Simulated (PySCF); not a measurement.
# Excitation energy of Ga(2+) by level of theory

Ga(2+) [Ar] 3d10 4s1 (2S) → Ga(2+) [Ar] 3d10 4d1 (2D), as a difference of total energies. Computed with PySCF 2.14 in aug-cc-pVTZ-PP with ECP10MDF (6s5p4d2f, 55 functions), with a scalar-relativistic core potential. The calculations carry no spin-orbit coupling.

```json
{"method": "UHF", "excitation energy (cm⁻¹)": "137220"}
{"method": "LDA", "excitation energy (cm⁻¹)": "147380"}
{"method": "PBE", "excitation energy (cm⁻¹)": "142540"}
{"method": "PBE0", "excitation energy (cm⁻¹)": "141650"}
{"method": "r2SCAN", "excitation energy (cm⁻¹)": "143540"}
{"method": "r2SCANh", "excitation energy (cm⁻¹)": "143300"}
{"method": "wB97X-V", "excitation energy (cm⁻¹)": "142540"}
{"method": "M06-2X", "excitation energy (cm⁻¹)": "140630"}
{"method": "BP86", "excitation energy (cm⁻¹)": "142410"}
```

The promoted electron is Rydberg-like, and one or two diffuse shells describe it only roughly, which tends to raise the upper state.
